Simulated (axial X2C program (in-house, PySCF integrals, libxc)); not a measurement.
# Worked dissociation energy of FeF⁺: CCSD, scalar-relativistic

All values were computed with an in-house relativistic program for diatomic molecules. Spin-free means the one-electron spin-free X2C Hamiltonian. Basis: Fe dyall-cv3z [9s10p6d3f2g], F dyall-av3z [7s6p3d2f] (cores contracted in-house); Gaussian nuclei, density fitting, unrestricted open shells. Masses: Fe 55.935 u, F 18.998 u.

Molecular state: M_S = 2, Λ = 2 (beyond evenly filled blocks: σα, π+α, π-α, δ+α, δ+β, δ-α).

Correlated methods: 14 electrons correlated (number of frozen shells: Fe 3 s, 2 p; F 1 s), 250 virtual spin orbitals or spinors in MP2, 90 natural virtuals in coupled cluster.

| Quantity | Value |
| --- | --- |
| E(Fe+) (2M_S = 5, M_L = 0) | -1271.291204 hartree |
| E(F) (2M_S = 1, M_L = 0) | -99.726270 hartree |
| E(FeF⁺) at Re | -1371.163635 hartree |
| ωe | 785.1 cm⁻¹ |
| ωexe | 3.21 cm⁻¹ |

Task: Work out De and D0.

Result: De = -1271.291204 + (-99.726270) − (-1371.163635) = 0.14616 hartree = 3.977 eV. The zero-point energy is ωe/2 − ωexe/4 = 392 cm⁻¹ = 0.049 eV, so D0 = 3.929 eV.

The state is one determinant whose occupation by symmetry is held fixed; it was picked as the lowest of a PBE0 search that is not exhaustive. Dissociation energies refer to the lowest single-determinant-based atoms at the same level and basis. CCSD ran in a truncated set of natural virtual spinors with an MP2 remainder; without triples it tends to underbind. Other states lie close and PBE0, whose exact exchange favours high spin, may order them wrongly; the determinant shown need not be the ground state. The nearest other spin-free determinant of the search, M_S = 2, Λ = 1, lies 0.46 eV up at the distance of the search.

Each atomic determinant is the lowest at this level and need not be a pure term. Totals compare only within one Hamiltonian and basis.
